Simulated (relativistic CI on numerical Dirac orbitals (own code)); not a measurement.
# Line list: Forbidden lines, Pb⁶²⁺

These numbers are calculated, not measured: Dirac-Coulomb-Breit CI, orbitals from a KLI potential per configuration, model QED, unscaled Slater integrals (own radial code, finite nucleus).

Configurations in the expansion (outside the closed core [Ne]): 3s2.3p6.3d2, 3s2.3p5.3d3, 3s.3p6.3d3, 3s2.3p6.3d.4s, 3s2.3p6.3d.4p, 3s2.3p6.3d.4d, 3s2.3p5.3d2.4s, 3s2.3p6.3d.4f, 3s2.3p5.3d2.4p, 3s2.3p5.3d2.4d, 3s.3p6.3d2.4s, 3s2.3p6.4s2, 3p6.3d3.4p, 3s.3p6.3d2.4p, 3s2.3p6.4s.4p, 3s2.3p6.3d.5s, 3s2.3p6.3d.5d, 3s2.3p6.3d.5g, 3p6.3d4, 3p5.3d5, 3p5.3d4.4s, 3p6.3d3.4s, 3p5.3d3.4s2, 3s2.3p6.4s.4d, 3s2.3p5.4s2.4d, 3s2.3p6.4p2, 3s2.3p5.4s.4p2, 3s.3p6.3d.4s2, 3s.3p6.4s2.4p, 3s.3p6.4s2.4d. Double excitations out of closed p, d and f shells are left out; levels of such configurations are missing from the list, as are those of other unlisted configurations, and high levels can miss mixing partners. These lack a partner that the ground configuration has and come out too high: 3s2.3p5.3d2.4p, 3s2.3p5.3d2.4d.

```tsv
λ vac (Å)	Lower	Upper	Type	A (s⁻¹)	gf	Branching (%)
4.6619	3s2.3p6.3d2 3F_2 [1]	3s2.3p6.3d.4s 3D_1 [177]	E2	2.61e+10	2.56e-04	25.5
4.8795	3s2.3p6.3d2 3F_3 [3]	3s2.3p6.3d.4s 3D_1 [177]	E2	2.18e+10	2.34e-04	21.3
4.9030	3s2.3p6.3d2 3P_2 [4]	3s2.3p6.3d.4s 3D_1 [177]	E2	2.44e+10	2.64e-04	23.8
4.9147	3s2.3p6.3d2 3P_1 [6]	3s2.3p6.3d.4s 3D_1 [177]	E2	2.01e+10	2.18e-04	19.6
9.5369	3s.3p6.3d3 3H_4 [129]	3p6.3d4 3F_2 [173]	E2	1.13e+09	7.69e-05	n/a
9.5738	3s.3p6.3d3 5F_3 [119]	3p6.3d4 5D_3 [166]	E2	1.23e+09	1.18e-04	n/a
9.5958	3s.3p6.3d3 5F_3 [119]	3p6.3d4 3H_4 [165]	E2	8.00e+08	9.94e-05	n/a
9.6013	3s.3p6.3d3 3D_2 [107]	3p6.3d4 3F_3 [162]	E2	1.05e+09	1.02e-04	n/a
9.6068	3s.3p6.3d3 3F_2 [133]	3p6.3d4 1D_2 [175]	E2	2.07e+09	1.43e-04	n/a
9.6181	3s.3p6.3d3 3D_3 [132]	3p6.3d4 3F_4 [174]	E2	1.73e+09	2.16e-04	n/a
9.6277	3s.3p6.3d3 5F_2 [120]	3p6.3d4 5D_2 [163]	E2	1.64e+09	1.14e-04	n/a
9.6409	3s.3p6.3d3 3G_4 [124]	3p6.3d4 3H_5 [167]	E2	1.36e+09	2.08e-04	n/a
9.6549	3s.3p6.3d3 3G_5 [126]	3p6.3d4 1I_6 [168]	E2	1.77e+09	3.21e-04	n/a
9.6655	3s.3p6.3d3 3G_3 [128]	3p6.3d4 3G_4 [171]	E2	1.41e+09	1.78e-04	n/a
9.6693	3s.3p6.3d3 3D_2 [107]	3p6.3d4 3F_4 [160]	E2	1.58e+09	1.99e-04	n/a
9.6753	3s.3p6.3d3 3G_5 [126]	3p6.3d4 3H_5 [167]	E2	6.61e+08	1.02e-04	n/a
9.6761	3s.3p6.3d3 3H_4 [129]	3p6.3d4 3G_4 [171]	E2	1.41e+09	1.78e-04	n/a
9.6856	3s.3p6.3d3 3G_4 [124]	3p6.3d4 3H_4 [165]	E2	8.60e+08	1.09e-04	n/a
9.6945	3s.3p6.3d3 5F_1 [106]	3p6.3d4 5D_1 [159]	E2	1.92e+09	8.12e-05	n/a
9.7346	3s.3p6.3d3 3F_2 [133]	3p6.3d4 3F_4 [174]	E2	1.11e+09	1.42e-04	n/a
9.7424	3s.3p6.3d3 3H_4 [129]	3p6.3d4 1I_6 [168]	E2	1.38e+09	2.54e-04	n/a
9.7524	3s.3p6.3d3 3G_3 [128]	3p6.3d4 3H_5 [167]	E2	7.59e+08	1.19e-04	n/a
9.7608	3s.3p6.3d3 3F_2 [127]	3p6.3d4 5D_3 [166]	E2	7.01e+08	7.01e-05	n/a
9.7837	3s.3p6.3d3 3F_2 [127]	3p6.3d4 3H_4 [165]	E2	1.30e+09	1.68e-04	n/a
10.384	3s.3p6.3d3 3H_6 [139]	3p6.3d4 3F_4 [174]	E2	8.43e+08	1.23e-04	n/a
10.560	3s.3p6.3d3 3G_5 [126]	3p6.3d4 3F_3 [162]	E2	8.85e+08	1.04e-04	n/a
10.604	3s.3p6.3d3 5F_5 [135]	3p6.3d4 5D_3 [166]	E2	7.34e+08	8.66e-05	n/a
10.612	3s.3p6.3d3 5F_3 [119]	3p6.3d4 5D_1 [159]	E2	1.69e+09	8.58e-05	n/a
10.612	3s.3p6.3d3 5F_4 [134]	3p6.3d4 5D_2 [163]	E2	1.26e+09	1.06e-04	n/a
10.631	3s.3p6.3d3 5F_5 [135]	3p6.3d4 3H_4 [165]	E2	9.05e+08	1.38e-04	n/a
10.642	3s.3p6.3d3 3G_5 [126]	3p6.3d4 3F_4 [160]	E2	1.26e+09	1.92e-04	n/a
10.680	3s.3p6.3d3 3H_6 [139]	3p6.3d4 1I_6 [168]	E2	7.95e+08	1.77e-04	n/a
10.703	3s.3p6.3d3 3D_2 [107]	3p6.3d4 3P_0 [158]	E2	4.46e+09	7.65e-05	n/a
10.705	3s.3p6.3d3 3H_6 [139]	3p6.3d4 3H_5 [167]	E2	7.24e+08	1.37e-04	n/a
10.746	3s.3p6.3d3 3F_4 [141]	3p6.3d4 1I_6 [168]	E2	5.29e+08	1.19e-04	n/a
10.748	3s.3p6.3d3 3H_4 [129]	3p6.3d4 3F_4 [160]	E2	9.66e+08	1.51e-04	n/a
10.839	3s.3p6.3d3 1H_5 [145]	3p6.3d4 1I_6 [168]	E2	8.77e+08	2.01e-04	n/a
21.838	3s2.3p5.3d3 3H°_6 [70]	3s2.3p5.3d3 3G°_5 [117]	M1	9.40e+08	7.39e-04	6.6
21.853	3s2.3p5.3d3 3D°_3 [73]	3s2.3p5.3d3 3F°_2 [121]	M1	6.98e+08	2.50e-04	11.8
21.970	3s2.3p5.3d3 3I°_7 [40]	3s2.3p5.3d3 3I°_6 [103]	M1	9.04e+08	8.51e-04	56.1
22.102	3s2.3p5.3d3 5G°_6 [39]	3s2.3p5.3d3 3G°_5 [98]	M1	7.24e+08	5.83e-04	13.3
22.122	3s2.3p5.3d3 3F°_4 [75]	3s2.3p5.3d3 3F°_3 [125]	M1	9.23e+08	4.74e-04	2.2
22.325	3s2.3p5.3d3 3G°_5 [71]	3s2.3p5.3d3 3G°_5 [117]	M1	4.71e+08	3.87e-04	3.3
22.461	3s2.3p5.3d3 3G°_5 [42]	3s2.3p5.3d3 3G°_5 [98]	M1	1.98e+08	1.64e-04	3.6
22.553	3s2.3p5.3d3 3H°_6 [48]	3s2.3p5.3d3 3I°_6 [103]	M1	4.63e+08	4.59e-04	28.7
```

Terms are leading LS components. Brackets give the number of a level in order of energy, since labels repeat. The list gives strong lines, with weight on those to low levels, among the lowest 400 of 2053 levels, so that lines to higher ones, which can be the strongest, are missing. Levels whose partners in the same complex of configurations lie outside the list can be far off, and so can their lines. Rates are taken at the computed energies, electric ones in the length gauge.

At this charge energies of transitions that change n are usually good to better than 1 %, and those within a shell (Δn = 0) to a few per cent.

LS names give the leading component of a level, which can be under half, so a name can repeat, a term be missing and a line seem to break the LS rules.
